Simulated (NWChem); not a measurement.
System: C₂H₅S, doublet; SMILES C[CH]S

The following NWChem deck was run.

```
start job
memory heap 200 mb stack 900 mb global 1100 mb
geometry units angstroms noautosym nocenter noautoz
  C      0.256800     1.664799    -0.033969
  C     -0.585565     0.447493     0.081384
  S      0.043976    -1.162550    -0.056839
  H      0.607725     1.844272    -1.070216
  H     -0.304953     2.557903     0.279349
  H      1.159421     1.600461     0.598814
  H     -1.666062     0.497272    -0.078279
  H      1.305462    -0.896892     0.353411
end
basis spherical
  * library def2-svp
end
dft
  odft
  mult 2
  xc b3lyp
  iterations 150
end
cosmo
  do_cosmo_smd true
  solvent acetntrl
end
task dft energy
```

Excerpt of the output:

```
             Northwest Computational Chemistry Package (NWChem) 7.3.0
             --------------------------------------------------------

                             Geometry "geometry" -> ""
                             -------------------------

 Output coordinates in angstroms (scale by  1.889725989 to convert to a.u.)

  No.       Tag          Charge          X              Y              Z
 ---- ---------------- ---------- -------------- -------------- --------------
    1 C                    6.0000     0.25680000     1.66479900    -0.03396900
    2 C                    6.0000    -0.58556500     0.44749300     0.08138400
    3 S                   16.0000     0.04397600    -1.16255000    -0.05683900
    4 H                    1.0000     0.60772500     1.84427200    -1.07021600
    5 H                    1.0000    -0.30495300     2.55790300     0.27934900
    6 H                    1.0000     1.15942100     1.60046100     0.59881400
    7 H                    1.0000    -1.66606200     0.49727200    -0.07827900
    8 H                    1.0000     1.30546200    -0.89689200     0.35341100

 Effective nuclear repulsion energy (a.u.)      99.5058435313

                                 NWChem DFT Module
                                 -----------------

 Summary of "ao basis" -> "ao basis" (spherical)
 ------------------------------------------------------------------------------
       Tag                 Description            Shells   Functions and Types
 ---------------- ------------------------------  ------  ---------------------
 C                          def2-svp                 6       14   3s2p1d
 S                          def2-svp                 8       18   4s3p1d
 H                          def2-svp                 3        5   2s1p

 in cosmo_initialize ...
 calling solv_data for solv:acetntrl

 solvent parameters
 solvname_short: acetntrl
 solvname_long:  acetonitrile
 dielec:       35.6880
 dielecinf:     1.8069
 nonaqueous SMD model solvent descriptors
 dielec:       35.6880
 sola:          0.0700
 solb:          0.3200
 solc:          0.0000
 solg:         41.2500
 solh:          0.0000
 soln:          1.3442

          ---------------
          -cosmo- solvent
          ---------------
 Cosmo: York-Karplus, doi: 10.1021/jp992097l
 dielectric constant -eps-     =  35.69
 screen = (eps-1)/(eps    )    =   0.97198
 surface charge correction     = lagrangian

   van der Waals surface
 --------------------------

 ---------- ATOMIC COORDINATES (A.U.) ------------ VDWR(ANG.) --
     1    0.48528163    3.14601394   -0.06419210     1.850
     2   -1.10655740    0.84563915    0.15379346     1.850
     3    0.08310259   -2.19690095   -0.10741014     2.490
     4    1.14843373    3.48516873   -2.02241499     1.200
     5   -0.57627761    4.83373578    0.52789307     1.200
     6    2.19098800    3.02443275    1.13159438     1.200
     7   -3.14840066    0.93970782   -0.14792586     1.200
     8    2.46696547   -1.69488012    0.66784995     1.200
 number of segments per atom =        128
 number of   points per atom =        128
 atom (   nspa,  nppa )
 ----------------------
    1 (     57,     0 )       0
    2 (     33,     0 )       0
    3 (    106,     0 )       0
    4 (     56,     0 )       0
    5 (     54,     0 )       0
    6 (     53,     0 )       0
    7 (     50,     0 )       0
    8 (     20,     0 )       0
 number of -cosmo- surface points =      429
 molecular surface =    110.404 angstrom**2
 molecular volume  =     94.093 angstrom**3
 -lineq- algorithm             =   0
 -bem- low  level              =   3
 -bem- from -octahedral-
 gaussian surface charge width =   4.50000
 degree of switching           =   1.00000
 switching function tolerance  =   0.00010
 atomic radii =
 --------------
    1  6.000  1.850
    2  6.000  1.850
    3 16.000  2.490
    4  1.000  1.200
    5  1.000  1.200
    6  1.000  1.200
    7  1.000  1.200
    8  1.000  1.200
 ...... end of -cosmo- initialization ......

 nat:                     8
 ixmem:                  3618
 calling mnsol_interface()
 G(SMD-CDS) energy (kcal/mol)  =    -0.708
 SMD-CDS SASA (angstrom**2)    =   118.756

            General Information
            -------------------
          SCF calculation type: DFT
          Wavefunction type:  spin polarized.
          No. of atoms     :     8
          No. of electrons :    33
           Alpha electrons :    17
            Beta electrons :    16
          Charge           :     0
          Spin multiplicity:     2
          Use of symmetry is: off; symmetry adaption is: off
          Maximum number of iterations: 150
          AO basis - number of functions:    71
                     number of shells:    35
          Convergence on energy requested:  1.00D-06
          Convergence on density requested:  1.00D-05
          Convergence on gradient requested:  5.00D-04

              XC Information
              --------------
                         B3LYP Method XC Potential
                     Hartree-Fock (Exact) Exchange  0.200
                        Slater Exchange Functional  0.800 local
                    Becke 1988 Exchange Functional  0.720 non-local
              Lee-Yang-Parr Correlation Functional  0.810
                  VWN I RPA Correlation Functional  0.190 local

             Grid Information
             ----------------
          Grid used for XC integration:  medium
          Radial quadrature: Mura-Knowles
          Angular quadrature: Lebedev.
          Tag              B.-S. Rad. Rad. Pts. Rad. Cut. Ang. Pts.
          ---              ---------- --------- --------- ---------
          C                   0.70       49           8.0       434
          S                   1.00       88          10.0       590
          H                   0.35       45          10.0       434
          Grid pruning is: on
          Number of quadrature shells:   411
          Spatial weights used:  Erf1

      Superposition of Atomic Density Guess
      -------------------------------------

 Sum of atomic energies:        -475.09333455

      Non-variational initial energy
      ------------------------------

 Total energy =    -476.612145
 1-e energy   =    -849.864033
 2-e energy   =     273.746044
 HOMO         =      -0.094687
 LUMO         =       0.091817

[...]

                                COSMO-SMD solvation results
                                ---------------------------

             internal energy in gas <Psi(g)|H|Psi(g)> =      -477.192333036182
         internal energy in solvent <Psi(s)|H|Psi(s)> =      -477.191853849818
                               delta internal energy  =         0.000479186364 (    0.30 kcal/mol)
   total free energy in solvent <Psi(s)|H+V/2|Psi(s)> =      -477.196021022748
 polarization energy contribution <Psi(s)|V/2|Psi(s)> =        -0.004167172930 (   -2.61 kcal/mol)
    total free energy in solvent including G(SMD-CDS) =      -477.197149565492
                       G(SMD-CDS) energy contribution =        -0.001128542744 (   -0.71 kcal/mol)
     1 M fixed-concentration free energy of solvation =        -0.004816529310 (   -3.02 kcal/mol)

                    DFT Final Alpha Molecular Orbital Analysis
                    ------------------------------------------

 Vector   15  Occ=1.000000D+00  E=-3.404483D-01
              MO Center=  2.1D-02, -2.6D-01, -6.1D-02, r^2= 3.4D+00
   Bfn.  Coefficient  Atom+Function         Bfn.  Coefficient  Atom+Function
  ----- ------------  ---------------      ----- ------------  ---------------
    40      0.331115  3 S  py                37      0.299723  3 S  py
    19     -0.246153  2 C  py                32     -0.238119  3 S  s
     5      0.232753  1 C  py                41      0.191946  3 S  pz
    52      0.181465  5 H  s                 34      0.168440  3 S  py
    38      0.162976  3 S  pz                31     -0.161641  3 S  s

 Vector   16  Occ=1.000000D+00  E=-2.984866D-01
              MO Center= -6.3D-02, -4.4D-01,  3.0D-02, r^2= 2.6D+00
   Bfn.  Coefficient  Atom+Function         Bfn.  Coefficient  Atom+Function
  ----- ------------  ---------------      ----- ------------  ---------------
    41      0.421790  3 S  pz                38      0.319027  3 S  pz
    20      0.267114  2 C  pz                40     -0.201148  3 S  py
    23      0.195865  2 C  pz                35      0.180728  3 S  pz
    39     -0.161119  3 S  px                37     -0.155849  3 S  py
    47      0.142710  4 H  s                  6     -0.134509  1 C  pz

 Vector   17  Occ=1.000000D+00  E=-1.699973D-01
              MO Center= -2.5D-01, -2.0D-02,  3.2D-02, r^2= 2.5D+00
   Bfn.  Coefficient  Atom+Function         Bfn.  Coefficient  Atom+Function
  ----- ------------  ---------------      ----- ------------  ---------------
    20      0.516321  2 C  pz                23      0.480417  2 C  pz
    41     -0.463813  3 S  pz                38     -0.266251  3 S  pz
    48      0.184996  4 H  s                 39      0.156207  3 S  px
    47      0.152104  4 H  s                 35     -0.150343  3 S  pz
    17      0.113059  2 C  s                 58     -0.098405  6 H  s

 Vector   18  Occ=0.000000D+00  E= 3.593403D-02
              MO Center=  7.3D-01, -7.3D-01,  1.8D-01, r^2= 3.3D+00
   Bfn.  Coefficient  Atom+Function         Bfn.  Coefficient  Atom+Function
  ----- ------------  ---------------      ----- ------------  ---------------
    68      1.078577  8 H  s                 39     -0.866298  3 S  px
    17     -0.635842  2 C  s                 58      0.377381  6 H  s
    32     -0.339758  3 S  s                 67      0.286412  8 H  s
     7     -0.279643  1 C  px                36     -0.262711  3 S  px
    41     -0.255899  3 S  pz                 3     -0.253538  1 C  s

 Vector   19  Occ=0.000000D+00  E= 8.307128D-02
              MO Center= -3.0D-01,  1.6D+00, -8.9D-02, r^2= 5.8D+00
   Bfn.  Coefficient  Atom+Function         Bfn.  Coefficient  Atom+Function
  ----- ------------  ---------------      ----- ------------  ---------------
     3      2.487904  1 C  s                 53     -1.243200  5 H  s
    63     -0.991299  7 H  s                 48     -0.968319  4 H  s
    58     -0.731999  6 H  s                 21     -0.549615  2 C  px
    32     -0.538440  3 S  s                 22     -0.478336  2 C  py
    68      0.470261  8 H  s                 17      0.388152  2 C  s

 Vector   20  Occ=0.000000D+00  E= 8.924211D-02
              MO Center= -7.7D-02,  2.0D-01,  4.7D-04, r^2= 5.5D+00
   Bfn.  Coefficient  Atom+Function         Bfn.  Coefficient  Atom+Function
  ----- ------------  ---------------      ----- ------------  ---------------
    17      1.962894  2 C  s                  3     -1.744910  1 C  s
    63     -0.969596  7 H  s                 32     -0.961442  3 S  s
    40     -0.875494  3 S  py                48      0.628602  4 H  s
    58      0.607060  6 H  s                 53      0.569287  5 H  s
    68      0.485949  8 H  s                 22     -0.325857  2 C  py

                     DFT Final Beta Molecular Orbital Analysis
                     -----------------------------------------

 Vector   14  Occ=1.000000D+00  E=-3.617660D-01
              MO Center= -1.6D-01,  7.2D-01,  6.6D-02, r^2= 3.0D+00
   Bfn.  Coefficient  Atom+Function         Bfn.  Coefficient  Atom+Function
  ----- ------------  ---------------      ----- ------------  ---------------
     4      0.312177  1 C  px                18     -0.295182  2 C  px
    62      0.295489  7 H  s                 57      0.212956  6 H  s
    67      0.195513  8 H  s                 52     -0.177647  5 H  s
    32     -0.156750  3 S  s                 36      0.149882  3 S  px
    63      0.146604  7 H  s                 39      0.135145  3 S  px

 Vector   15  Occ=1.000000D+00  E=-3.332776D-01
              MO Center= -6.6D-03, -4.2D-01, -5.4D-02, r^2= 3.3D+00
   Bfn.  Coefficient  Atom+Function         Bfn.  Coefficient  Atom+Function
  ----- ------------  ---------------      ----- ------------  ---------------
    40      0.368345  3 S  py                37      0.325986  3 S  py
    19     -0.253807  2 C  py                32     -0.249532  3 S  s
     5      0.240255  1 C  py                34      0.183247  3 S  py
    52      0.179495  5 H  s                 31     -0.175896  3 S  s
    67      0.157911  8 H  s                 41      0.151408  3 S  pz

 Vector   16  Occ=1.000000D+00  E=-2.724738D-01
              MO Center= -2.2D-02, -7.7D-01, -3.7D-03, r^2= 2.1D+00
   Bfn.  Coefficient  Atom+Function         Bfn.  Coefficient  Atom+Function
  ----- ------------  ---------------      ----- ------------  ---------------
    41      0.528886  3 S  pz                38      0.380518  3 S  pz
    35      0.217328  3 S  pz                20      0.171511  2 C  pz
    40     -0.164175  3 S  py                39     -0.158723  3 S  px
    23      0.146669  2 C  pz                36     -0.121776  3 S  px
    37     -0.116234  3 S  py                47      0.095619  4 H  s

 Vector   17  Occ=0.000000D+00  E=-4.392838D-02
              MO Center= -3.4D-01,  2.3D-01,  7.7D-02, r^2= 2.4D+00
   Bfn.  Coefficient  Atom+Function         Bfn.  Coefficient  Atom+Function
  ----- ------------  ---------------      ----- ------------  ---------------
    23      0.586650  2 C  pz                20      0.487894  2 C  pz
    41     -0.368871  3 S  pz                48      0.271414  4 H  s
    39      0.184999  3 S  px                38     -0.182828  3 S  pz
    47      0.157333  4 H  s                 58     -0.151163  6 H  s
    68     -0.133149  8 H  s                 17      0.118212  2 C  s

 Vector   18  Occ=0.000000D+00  E= 3.943609D-02
              MO Center=  7.8D-01, -7.0D-01,  1.9D-01, r^2= 3.3D+00
   Bfn.  Coefficient  Atom+Function         Bfn.  Coefficient  Atom+Function
  ----- ------------  ---------------      ----- ------------  ---------------
    68      1.108962  8 H  s                 39     -0.851023  3 S  px
    17     -0.526346  2 C  s                 32     -0.396947  3 S  s
    58      0.395385  6 H  s                  3     -0.316113  1 C  s
     7     -0.283628  1 C  px                67      0.279796  8 H  s
    41     -0.276259  3 S  pz                48      0.268262  4 H  s

 Vector   19  Occ=0.000000D+00  E= 8.515616D-02
              MO Center= -1.4D-01,  1.9D+00, -6.4D-02, r^2= 5.4D+00
   Bfn.  Coefficient  Atom+Function         Bfn.  Coefficient  Atom+Function
  ----- ------------  ---------------      ----- ------------  ---------------
     3      2.749556  1 C  s                 53     -1.376726  5 H  s
    48     -1.008936  4 H  s                 58     -0.842614  6 H  s
    63     -0.797874  7 H  s                 21     -0.555889  2 C  px
    22     -0.396531  2 C  py                68      0.363025  8 H  s
    32     -0.342560  3 S  s                  8      0.247616  1 C  py

   alpha - beta orbital overlaps
   -----------------------------

   alpha      1      2      3      4      5      6      7      8      9     10
    beta      1      2      3      4      5      6      7      8      9     10
 overlap   1.000  1.000  1.000  1.000  0.998  0.994  0.993  0.998  0.999  0.997

   alpha     11     12     13     14     15     16     17     18     19     20
    beta     11     12     13     14     15     16     17     18     19     20
 overlap   0.983  0.975  0.975  0.997  0.988  0.971  0.975  0.997  0.980  0.971

   alpha     21     22     23     24     25     26     27     28     29     30
    beta     21     22     23     24     25     26     27     28     29     32
 overlap   0.991  0.999  0.998  0.999  0.999  0.994  0.982  0.982  0.950  0.678

[...]
```

Level: B3LYP/def2-SVP, spin-unrestricted, SMD on the gas-phase geometry. Geometry: optimised at PBE0/def2-SVP, spin-unrestricted. No stability test was run on the SCF state. Solvent: acetonitrile.
